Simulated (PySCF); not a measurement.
SMILES c1cccc(-c2ccccc2)c1 (GFN2-xTB optimised geometry):

```
22

C     -3.524     0.007     0.018
C     -2.832    -0.879    -0.790
C     -1.450    -0.884    -0.793
C     -0.736     0.002     0.010
C      0.735     0.001     0.006
C      1.445    -1.198     0.000
C      2.827    -1.198     0.000
C      3.524    -0.001     0.000
C      2.829     1.196     0.002
C      1.447     1.198     0.008
C     -1.442     0.891     0.817
C     -2.824     0.891     0.822
H     -4.604     0.009     0.021
H     -3.373    -1.569    -1.422
H     -0.915    -1.567    -1.438
H      0.907    -2.135     0.016
H      3.364    -2.136     0.001
H      4.604    -0.002    -0.002
H      3.367     2.133    -0.001
H      0.910     2.136    -0.006
H     -0.901     1.572     1.459
H     -3.359     1.582     1.458
```

Method: PBE/def2-SVP run with PySCF 2.14.0.

Task: What are the frontier orbital energies and the dipole moment?

Result: HOMO-2 -6.30 eV, HOMO-1 -6.30 eV, HOMO -5.67 eV, LUMO -1.57 eV, LUMO+1 -1.04 eV; dipole moment 0.00 D.

Meta-Löwdin charges at PBE/def2-SVP: C1 -0.11, C2 -0.10, C3 -0.11, C4 0.01, C5 0.01, C6 -0.11, C7 -0.10, C8 -0.11, C9 -0.10, C10 -0.11, C11 -0.11, C12 -0.10, H13 0.11, H14 0.11, H15 0.11, H16 0.11, H17 0.11, H18 0.11, H19 0.11, H20 0.11, H21 0.11, H22 0.11.
